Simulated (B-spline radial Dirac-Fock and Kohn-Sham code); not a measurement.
Run log: Sc

ΔSCF core binding energies without Breit or QED terms, calculated with a radial finite-basis atomic code. Keys: rel is the Hamiltonian (dirac, or spin-free x2c and nr, where L3 and M5 stand for the whole 2p and 3d shells), method is hf or an exchange,correlation pair (spin-unpolarised, also for the hole states), nuc the nuclear model, radius_factor scales its radius, rmax is the box in bohr, h the logarithmic mesh step, order the B-spline order, points the quadrature points per cell, c_factor scales the speed of light, and damp, ndamp, maxit and tol steer the iteration. The run stops when the commutator error falls below 10·tol·max(1, Z/10), or the numerical noise floor, and the energy has settled to about 1e-8 Ha; the virial ratio is −V/T.

Input (task.json):

```json
{"items": [{"Z": 21, "q": 0, "cfg": [[1, 0, 2], [2, 0, 2], [2, 1, 6], [3, 0, 2], [3, 1, 6], [3, 2, 1], [4, 0, 2]], "A": 45, "rrms": 3.5459, "do": "settings", "holes": ["K", "L3", "M5"],
  "settings": [{"rel": "dirac", "method": "hf", "nuc": "fermi", "radius_factor": 1.0, "rmax": 45.0, "h": 0.3, "order": 8, "points": 10, "c_factor": 1.0, "maxit": 60, "damp": 0.5, "ndamp": 3, "tol": 0.0001}]}]}
```

Command: `python xray2_run.py task.json out`

Ground-state iterations:

```
iter   energy (Ha)        error
   1     -760.80334850  7.85e-01
   2     -762.85827928  1.49e-01
   3     -763.31882559  4.31e-02
   4     -763.37058879  1.61e-02
   5     -763.37752121  6.02e-03
   6     -763.37862866  1.60e-03
   7     -763.37873059  3.10e-04
   8     -763.37873560  3.65e-05
   9     -763.37873571  1.03e-05
```

The ground state converged in 9 iterations, with total energy -763.37874 Ha, virial ratio 1.99044 and highest orbital energy -5.75 eV. ΔSCF binding energies: K (1s) 4505.6 eV, L3 (2p3/2) 410.7 eV. Holes are computed only in closed shells, and unreliable hole states are left out.
